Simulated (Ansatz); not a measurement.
In4Sb4H14, a cluster cut from wurtzite InSb (hydrogen-capped) was relaxed with r2SCAN-D4 (def2-SVP) in Ansatz in these states: charge +1 doublet, charge -1 doublet, neutral singlet. The geometries follow in no particular order.

In the def2 sets In, Sb take a core potential; there is no spin–orbit coupling.

A:

```xyz
22

In    2.2881   -0.5634   -2.2610
Sb    1.0099    2.0364   -1.6376
In   -1.9503   -2.4775   -0.8540
Sb    0.8164   -2.0336   -0.3052
Sb   -2.7579    0.3329   -0.3746
In   -0.9785    2.4333    0.3666
In    1.5196   -1.5768    2.4241
Sb    0.3367    1.1375    2.5389
H     1.7040   -0.8808   -3.8527
H     3.9136   -0.2974   -1.7487
H     0.3468    2.7843   -3.0169
H     2.1476    3.2658   -1.3280
H    -2.2315   -2.6485   -2.5473
H    -2.7211   -3.3033    0.4496
H     1.4466   -3.6028   -0.5412
H    -3.6354    0.9891   -1.6788
H    -4.0311    0.4650    0.7493
H    -1.6147    4.0175    0.6051
H     3.2042   -1.2437    2.5874
H     0.4939   -2.4630    3.4909
H     1.4426    2.3072    3.0963
H    -0.7498    1.3218    3.8378
```

B:

```xyz
22

In   -2.0409    2.3926   -0.6964
Sb    0.7774    2.6689   -0.0527
In   -1.2068   -1.8169    2.7162
Sb   -2.1384   -0.4807    0.2609
Sb    1.5729   -0.9211    2.3385
In    2.6162    0.4765    0.0929
In   -1.3631   -1.3468   -2.5620
Sb    1.4722   -1.0411   -2.0619
H    -2.9396    2.8957    0.6773
H    -2.1755    2.4383   -2.3949
H     0.9420    3.5398    1.3938
H     1.4783    3.8218   -1.0810
H    -1.8101   -0.8465    3.9861
H    -1.1704   -3.4691    2.2795
H    -3.8200   -0.7654    0.2120
H     2.0932    0.0215    3.6511
H     2.6714   -2.1954    2.5642
H     4.2860    0.8319   -0.0374
H    -1.8518   -0.1774   -3.6982
H    -1.7926   -2.9420   -2.0853
H     2.2202   -0.5019   -3.4860
H     2.1792   -2.5828   -2.0167
```

C:

Cartesian coordinates in Å:
```
In -0.461 3.326 0.601
Sb -1.573 0.977 1.927
In -0.567 0.114 -3.026
Sb 1.011 1.639 -1.206
Sb -1.734 -1.798 -1.149
In -1.494 -2.311 1.789
In 3.079 0.076 -0.027
Sb 1.442 -1.831 1.471
H -1.700 4.179 -0.280
H 0.648 4.152 1.662
H -3.248 1.347 1.970
H -1.378 1.364 3.588
H -1.902 1.047 -3.646
H 0.433 -0.859 -4.069
H 1.893 2.653 -2.269
H -3.416 -1.715 -1.464
H -1.569 -3.300 -1.958
H -1.581 -4.126 1.834
H 3.955 0.980 1.177
H 3.898 -0.895 -1.220
H 2.032 -1.687 3.073
H 2.232 -3.333 1.223
```

**Question.** Judge from the bond lengths which geometry belongs to which state (an estimate).

**Answer.** A is the neutral singlet (Sb2–In6 2.851 Å, Sb4–In7 2.855 Å, In1–Sb4 2.855 Å); B is the charge +1 doublet (Sb2–In6 2.865 Å, Sb4–In7 3.053 Å, In1–Sb4 3.030 Å); C is the charge -1 doublet (Sb2–In6 3.292 Å, Sb4–In7 2.848 Å, In1–Sb4 2.878 Å).
